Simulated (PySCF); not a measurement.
## How methods differ on the ionisation energy of Ce⁴⁷⁺

Ce⁴⁷⁺ [Ne] 3s1 (2S) → Ce⁴⁸⁺ [Ne] (1S), as a difference of total energies. Calculation: PySCF 2.14, in an uncontracted even-tempered set (18 s from 10 bohr⁻², ratio 2.5; 12 p from 13 bohr⁻², ratio 2.5; 4 d from 48 bohr⁻², ratio 2.7; 4 f from 72 bohr⁻², ratio 2.7); scalar relativity by spin-free X2C-1e. Correlated levels: outer shells: 1s2 frozen; virtual orbitals above 40 to 60 times the deepest correlated orbital energy dropped. The calculations carry no spin-orbit coupling.

```
                method  ionisation energy (eV)
                   UHF                  3963.8
                   LDA                  3966.8
                   PBE                  3970.4
                  PBE0                  3968.9
                r2SCAN                  3962.9
                   M06                  3964.1
                  BP86                  3969.1
    MP2 (outer shells)                  3964.5
SCS-MP2 (outer shells)                  3964.4
```

Breit and QED terms and the two-electron picture change are absent.

For comparison: 3963 ± 4 eV (theoretical estimate listed by NIST; NIST Atomic Spectra Database, ionization energies).
